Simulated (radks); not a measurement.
Species: Lu+. Configuration: [Xe] 4f14 6s2.

All-electron calculation, scalar-relativistic Kohn-Sham, LB94 model potential, spin-polarised, spherical densities, finite nucleus; Fermi nuclear charge, rms radius 5.37 fm. Program: a radial shooting solver on a logarithmic mesh with Libxc functionals.

Energy parts (eV):
| part | energy |
|---|---|
| kinetic | 434046.22 |
| electron-nucleus | -977459.99 |
| Hartree | 155349.98 |
(The LB94 potential has no energy functional, so no total or exchange-correlation energy is given.)

Orbitals (lengths in bohr, moments of r in powers of bohr; <r^-3> diverges for s and p1/2; r(max) is where P^2 peaks; r(90%) holds 90 % of the orbital's charge):
\begin{tabular}{lrrrrrr}
orbital & occ. & eigenvalue (eV) & <r^2> & <r^-3> & r(max) & r(90%) \\ \hline
1s & 2 & -63462.44 & 0.0005107 & - & 0.01213 & 0.0351 \\
2s & 2 & -10830.46 & 0.007891 & - & 0.06924 & 0.127 \\
2p & 6 & -9537.202 & 0.006466 & 16970 & 0.05653 & 0.119 \\
3s & 2 & -2471.948 & 0.05150 & - & 0.1957 & 0.311 \\
3p & 6 & -2083.305 & 0.05201 & 3716 & 0.1931 & 0.317 \\
3d & 10 & -1615.172 & 0.04320 & 487.0 & 0.1572 & 0.298 \\
4s & 2 & -501.3823 & 0.2587 & - & 0.4462 & 0.688 \\
4p & 6 & -374.5023 & 0.2945 & 839.9 & 0.4675 & 0.740 \\
4d & 10 & -208.6024 & 0.3489 & 93.12 & 0.4817 & 0.824 \\
4f & 14 & -26.4154 & 0.6590 & 14.23 & 0.4695 & 1.21 \\
5s & 2 & -76.9472 & 1.521 & - & 1.037 & 1.68 \\
5p & 6 & -47.0018 & 2.137 & 111.5 & 1.190 & 2.01 \\
5d & 0 & -14.5847 & 5.500 & 5.207 & 1.683 & 3.37 \\
5f & 0 & -3.6741 & 65.48 & 0.02728 & 6.604 & 11.3 \\
6s & 2 & -15.1689 & 10.88 & - & 2.714 & 4.53 \\
6p & 0 & -10.1031 & 18.39 & 11.36 & 3.564 & 5.88 \\
7s & 0 & -6.2230 & 49.87 & - & 6.402 & 9.44 \\
\end{tabular}

The highest occupied level is 6s at -15.169 eV. The density falls to 0.001 e/bohr^3 at r = 4.51 bohr. The electron density at the nucleus is 1.177e+06 e/bohr^3 (large components only).
